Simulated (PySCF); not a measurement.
A survey of 17O NMR shifts

Non-relativistic, in vacuum, a single conformation, rapidly exchanging positions averaged. Structure optimised with GFN2-xTB; shieldings: GIAO PBE0/pcSseg-1; PySCF.

Shieldings were converted by a linear fit to measured shifts: 17O (scatter 10.7 ppm rms, 12.2 ppm with the 3 outliers that the fit left out vs liquid water, solution or neat liquid). A few per cent of atoms miss by over 2 rms, more outside the fitted compound classes.

Give the 17O shifts of `C=C1CCO[SiH2]1`, `FC(F)O[C@@H]([SiH3])[C@@H](F)[SiH3]`, `FC(F)(F)[SiH2]CCO[SiH3]`, `C[C@@H](O)/C=N/[SiH3]`, `C=C[C@@H]1OC[SiH2]1`.

## Answers


```tsv
compound	environment	δ (ppm)
C=C1CCO[SiH2]1	oxygen bonded to C, Si, in a 5-membered ring	-11.3
FC(F)O[C@@H]([SiH3])[C@@H](F)[SiH3]	ether oxygen	80.0
FC(F)(F)[SiH2]CCO[SiH3]	oxygen bonded to C, Si	-2.7
C[C@@H](O)/C=N/[SiH3]	alcohol oxygen	-7.8
C=C[C@@H]1OC[SiH2]1	ether oxygen	7.2
```
